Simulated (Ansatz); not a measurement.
Molecule: YBr₂, net charge 0, doublet state. The spin state was set by rule; other spins were not relaxed. 
Coordinates optimised at B3LYP-D3(BJ)/def2-TZVP (Ansatz, a first-principles code):
SMILES: [Br][Y][Br]
```xyz
3

Y      0.4311     0.3803     0.4286
Br    -0.4145     1.6220    -1.6906
Br    -0.0658    -2.0458     1.2130
```
Charge 0, spin multiplicity 2.

Property: atomisation energy (electronic, to ground-state atoms), in kJ/mol. Correlated levels leave the core frozen unless marked. Open shells are spin-unrestricted. No spin-orbit coupling. The frozen core is the preceding noble-gas configuration, with the filled d and f shells of earlier blocks. In def2 rows, elements after Kr have scalar-relativistic effective core potentials. 

```tsv
level	program	atomisation energy (kJ/mol)
PBE0/def2-SVP	Ansatz	898.2
r2SCANh-D4/def2-TZVPD	Ansatz + dftd4	909.5
r2SCAN0/def2-TZVPD	Ansatz	897.2
CAM-B3LYP-D4/def2-TZVPD	Ansatz + dftd4	874.0
B2PLYP-D3(BJ)/def2-TZVPD	Ansatz + dftd3	882.1
CCSD(T)/def2-TZVPPD	Ansatz	865.3
```
